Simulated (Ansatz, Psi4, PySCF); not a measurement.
Noncovalent pair: H3NSe (SMILES N[SeH]) (first 5 atoms) with HF (SMILES F); geometry from B3LYP-D3(BJ)/def2-TZVP, rigid monomers moved along the line of their centres of mass till N1···H7 is 2.99 Å.
(charge 0, multiplicity 1):
```xyz
7

N     -1.0014     0.6000     0.7596
Se    -0.2006    -0.9469     0.0494
H     -0.8263     1.3977     0.1597
H     -2.0012     0.4682     0.8594
H     -0.9287    -0.9973    -1.2400
F      0.2411     1.7100     4.3211
H     -0.1560     1.5660     3.4629
```

Counterpoise-corrected where a basis set is named; no monomer relaxation.

Frozen-core correlation. Filled d and f shells under p-block atoms count as core. CBS: X⁻³ extrapolation of the correlation energy, Hartree–Fock from the larger set.

Programs: Ansatz (Gaussian basis) for Hartree–Fock, density functionals and correlated methods; Psi4 for SAPT; PySCF for the dispersion terms. Each number belongs to the level named beside it.

Task: What interaction energy does PBE0-D3(BJ)/def2-TZVPPD give?

Result: -14 kJ/mol

Ansatz is a quantum-chemistry and plane-wave program.
